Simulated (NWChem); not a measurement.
System meant: CH₆MgO₂Si; SMILES [Mg]([O][SiH3])[O]C

The following NWChem deck was run.

```
start job
memory heap 200 mb stack 900 mb global 1100 mb
geometry units angstroms noautoz
  Mg     0.660732    -0.221561    -0.009259
  O      0.998394    -1.966409    -0.031015
  C      1.263739    -3.324610    -0.046224
  H      2.212302    -3.575094     0.489195
  H      0.452808    -3.918363     0.442674
  H      1.368085    -3.721811    -1.085651
  O      0.317849     1.553551     0.013033
  Si     0.002019     3.174736     0.033589
  H     -1.484368     3.444869     0.038173
  H      0.586099     3.863842    -1.177049
  H      0.588089     3.833811     1.259858
end
basis spherical
  * library def2-svp
end
dft
  odft
  mult 2
  xc pbe0
  iterations 150
  mulliken
end
task dft energy
```

End of the output:

```
 Summary of "ao basis" -> "ao basis" (spherical)
 ------------------------------------------------------------------------------
       Tag                 Description            Shells   Functions and Types
 ---------------- ------------------------------  ------  ---------------------
 Mg                         def2-svp                 8       18   4s3p1d
 O                          def2-svp                 6       14   3s2p1d
 C                          def2-svp                 6       14   3s2p1d
 H                          def2-svp                 3        5   2s1p
 Si                         def2-svp                 8       18   4s3p1d

 Summary of "ao basis" -> "ao basis" (spherical)
 ------------------------------------------------------------------------------
       Tag                 Description            Shells   Functions and Types
 ---------------- ------------------------------  ------  ---------------------
 Mg                         def2-svp                 8       18   4s3p1d
 O                          def2-svp                 6       14   3s2p1d
 C                          def2-svp                 6       14   3s2p1d
 H                          def2-svp                 3        5   2s1p
 Si                         def2-svp                 8       18   4s3p1d

      Symmetry analysis of basis
      --------------------------

        a          44
        e+         32
        e-         32

  Rotation of axis
  number of electrons :                   54
  multiplicity        :                    2
 ------------------------------------------------------------------------
  no. of electrons and multiplicity not compatible                  54
 ------------------------------------------------------------------------
 ------------------------------------------------------------------------
  current input line :
    26: task dft energy
 ------------------------------------------------------------------------
 ------------------------------------------------------------------------
 There is an error in the input file
 ------------------------------------------------------------------------
 For more information see the NWChem manual at https://nwchemgit.github.io

0: no. of electrons and multiplicity not compatible:Received an Error in Communication
```

### Question
Can this run be used? If not, why, and what is the fix?

### Answer
The program refused the input. Cause: the multiplicity doesn't fit the number of electrons (an even count wants an odd multiplicity, and the reverse). This input runs:
```
start job
memory heap 200 mb stack 900 mb global 1100 mb
geometry units angstroms noautoz
  Mg     0.660732    -0.221561    -0.009259
  O      0.998394    -1.966409    -0.031015
  C      1.263739    -3.324610    -0.046224
  H      2.212302    -3.575094     0.489195
  H      0.452808    -3.918363     0.442674
  H      1.368085    -3.721811    -1.085651
  O      0.317849     1.553551     0.013033
  Si     0.002019     3.174736     0.033589
  H     -1.484368     3.444869     0.038173
  H      0.586099     3.863842    -1.177049
  H      0.588089     3.833811     1.259858
end
basis spherical
  * library def2-svp
end
dft
  xc pbe0
  iterations 150
  mulliken
end
task dft energy
```
It converges to -681.09300 Ha (PBE0/def2-SVP).
